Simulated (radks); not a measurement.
Bi I, configuration [Xe] 4f14 5d10 6s1 6p3 5f1 (not the ground configuration). Method: Dirac Kohn-Sham, PBE, spin-unpolarised, spherical densities, finite nucleus; open shells fill j = l - 1/2 first; Fermi nuclear charge, rms radius 5.5211 fm; computed with a radial shooting solver on a logarithmic mesh with Libxc functionals.

X-ray form factor f0, the Fourier transform of the density (f0(0) = 83):

| sin(theta)/lambda (1/angstrom) | f0 (electrons) |
|---|---|
| 0.05 | 80.856 |
| 0.1 | 78.036 |
| 0.15 | 74.237 |
| 0.2 | 70.190 |
| 0.25 | 66.223 |
| 0.3 | 62.448 |
| 0.4 | 55.575 |
| 0.5 | 49.664 |
| 0.6 | 44.680 |
| 0.8 | 36.851 |
| 1 | 30.790 |
| 1.25 | 24.817 |
| 1.5 | 20.453 |
| 2 | 15.524 |
